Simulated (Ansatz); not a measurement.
Two isomers of C3H10OSi: A = `CC(C)(O)[SiH3]`, B = `CCO[SiH2]C`.

Isolated molecules relaxed with PBE0-D4/def2-TZVP in Ansatz; ΔE leaves out vibrations. CCSD(T)/CBS is the MP2 limit (def2-TZVPP, def2-QZVPP) plus CCSD(T) − MP2 in def2-TZVPP, frozen cores. Functionals use def2-TZVPP. B3LYP here is the variant with VWN-RPA as its local correlation; programs differ in this. One conformer a species, not always the lowest.

A:

Z-matrix (Å, degrees):
```
C
C 1 1.522
H 1 1.092 2 111.1
H 1 1.098 2 110.0 3 119.5
H 1 1.093 2 111.6 3 -121.3
C 2 1.522 1 110.8 3 -177.9
O 2 1.428 1 110.2 3 -55.6
Si 2 1.905 1 110.7 3 58.9
H 6 1.093 2 111.6 1 -60.9
H 6 1.097 2 110.0 1 58.3
H 6 1.092 2 111.1 1 177.8
H 7 0.964 2 108.1 1 -61.3
H 8 1.490 2 108.9 1 61.5
H 8 1.486 2 110.1 1 -179.1
H 8 1.486 2 110.1 1 -57.8
```

B:

Z-matrix (Å, degrees):
```
C
C 1 1.508
H 1 1.092 2 110.5
H 1 1.093 2 110.4 3 120.1
H 1 1.092 2 110.5 3 -119.8
O 2 1.413 1 109.4 3 59.8
H 2 1.099 1 110.2 3 -61.1
H 2 1.099 1 110.2 3 -179.2
Si 6 1.646 2 122.8 1 179.1
C 9 1.856 6 107.5 2 -179.9
H 9 1.493 6 109.9 2 58.9
H 9 1.493 6 109.8 2 -58.8
H 10 1.092 9 110.7 6 60.0
H 10 1.092 9 110.7 6 -60.2
H 10 1.093 9 110.4 6 179.9
```

(1) Which is lower in electronic energy at CCSD(T)/CBS, and by how much? (Estimate.)

(2) Give E(B) − E(A) in kcal/mol with B3LYP-D4, B2PLYP, PBE-D4, r2SCAN-D4, MP2/def2-TZVPP, B3LYP, ωB97M-V. (An estimate is asked.)

(3) Does the order hold for the free energy at 298.15 K (harmonic terms from PBE0-D4)? (Estimate.)

Largest T1 diagnostic: 0.010.

## Answers

(1) The calculation gave: B, by 34.7 kcal/mol.

(2) Computed: B3LYP-D4 -35.9, B2PLYP -37.1, PBE-D4 -32.5, r2SCAN-D4 -35.6, MP2/def2-TZVPP -35.0, B3LYP -37.8, ωB97M-V -34.9. None reverses the order clearly.

(3) Ansatz gave: Yes: G(B) − G(A) = -34.4 kcal/mol, for one conformer each. Modes under 60 cm⁻¹, often nearly free rotors, make the harmonic entropy too high.

From BLYP to BHLYP (50 % exact exchange), in def2-TZVPP and without D4, E(B) − E(A) moves by −1.7 kcal/mol. In def2-TZVPP, CCSD(T) changes the Hartree–Fock value by +6.8 kcal/mol (the triples alone add +1.1 kcal/mol) and MP2 by +6.2 kcal/mol.
